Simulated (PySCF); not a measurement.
Input file for PySCF: R-HF/3-21G on C2H7F (a complex), monomers drawn apart or pushed together.

```python
from pyscf import gto, scf, dft, mp
from pyscf.data.elements import chemcore

mol = gto.M(
    atom='''
    F    -0.05706465    0.51311197   -0.03906524
    H    -0.42475143    0.50043473    0.81296299
    C     0.90161063   -0.59740151    5.24172048
    C    -0.50116569   -0.09421114    4.91328912
    H     1.52071133   -0.66076647    4.34537246
    H     0.86676528   -1.59068628    5.69180043
    H     1.40300422    0.06935767    5.94488864
    H    -0.47289802    0.91075940    4.47929573
    H    -1.12842915   -0.02668107    5.80350280
    H    -1.01639655   -0.77110491    4.22375235
    ''',
    basis='3-21g',
    charge=0, spin=0, verbose=3, max_memory=1800)
mf = scf.RHF(mol)
mf.conv_tol = 1e-8
mf.max_cycle = 100
mf.kernel()
if not mf.converged:
    mf = mf.newton().run(mf.mo_coeff, mf.mo_occ)
```

### Question
Predict the final total energy.

### Answer
-178.2537 hartree.
